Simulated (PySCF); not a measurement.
**Simulated absorption spectrum**

Compound: C₃H₁₃PSi₃.
SMILES with atom numbers: `[SiH3:1][CH2:2][Si@@H:3]1[CH2:4][CH2:5][SiH2:6][PH:7]1` (hydrogens: H8, H9, H10 on Si1; H11, H12 on C2; H13 on Si3; H14, H15 on C4; H16, H17 on C5; H18, H19 on Si6; H20 on P7)

Computed, not measured: PySCF 2.14.0, density-fitted response routines, TDDFT PBE0/def2-SVPD, vertical, gas phase, core orbitals frozen in the response. The structure is a single PBE0-D3(BJ)/def2-SVP conformer in the gas phase; no vibrational or solvent corrections.

Computed states:

```tsv
state	E (eV)	f
S1	5.66	0.0024
S2	6.27	0.013
S3	6.52	0.025
S4	6.70	0.064
S5	6.84	0.028
S6	6.90	0.0067
S7	6.99	0.014
S8	7.14	0.022
S9	7.24	0.097
S10	7.34	0.0095
```

Broadening: Gaussians 0.4 eV wide at half height, area fixed by f = 4.319×10⁻⁹ ∫ε dν̃. The width is an assumption, not a result. The curve ends short of the highest state used, and states not computed would add to its high-energy end.

(1) Give the broadened spectrum and its maxima.

(2) Coming from long wavelengths, where does ε first pass 100 L mol⁻¹ cm⁻¹?

(3) On this curve, what absorbance would a 10⁻³ mol/L sample give at 222 nm over a 1 cm path?

## Answers

(1) 
(λ (nm), ε (L mol⁻¹ cm⁻¹)): (184.0, 7219), (186.7, 6571), (189.3, 5246), (192.0, 3747), (194.6, 2589), (197.3, 1742), (199.9, 1156), (202.6, 700), (205.2, 391), (207.9, 206), (210.5, 136), (213.2, 132), (215.8, 153), (218.5, 166), (221.1, 158), (223.8, 128), (226.4, 91), (229.1, 56), (231.7, 31), (234.4, 15), (237.0, 7), (239.7, 3), (242.3, 1), (245.0, 0)

Maxima: 219 nm (5.67 eV), ε about 170, made up of S1 (99%) (ε in L mol⁻¹ cm⁻¹; maxima over ε = 5, shares over 10%). At its high-energy end, 6.74 eV, the curve is still rising (ε about 7200, from S4 and S5).

(2) At about 226 nm (5.49 eV), 0.17 eV below S1.

(3) 222 nm is 5.585 eV, where ε is about 150 L mol⁻¹ cm⁻¹, so A = ε c l ≈ 0.15 (Beer–Lambert, with the gas-phase spectrum and the assumed width).

All these states lie below the vertical ionisation energy of 8.91 eV (ΔSCF).

Time: 11 min. Hardware: Arm Neoverse N1, one thread, on a shared host.
